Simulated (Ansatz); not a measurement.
Ansatz results at the PBE0-D4/def2-TZVP geometry: HOMO energy (PBE0/def2-TZVPP) -6.42 eV; HOMO energy (PBE/def2-TZVPP) -5.24 eV; HOMO–LUMO gap (B3LYP/def2-TZVPP) 2.90 eV.

Each molecule was computed in one conformer, which needn't be the lowest.

(1) Which molecule gave them?
A. `CC1[SiH2]C1=S`
B. `CCC[SiH2]O`
C. `N[SiH2][GeH3]`
D. `C=CC([SiH3])=S`

Answers

(1) D. The others give `CCC[SiH2]O`: -7.98, -6.62, 7.72; `N[SiH2][GeH3]`: -7.34, -6.01, 6.88; `CC1[SiH2]C1=S`: -5.89, -4.78, 3.19.

B3LYP here is the variant with VWN-RPA as its local correlation; programs differ in this.
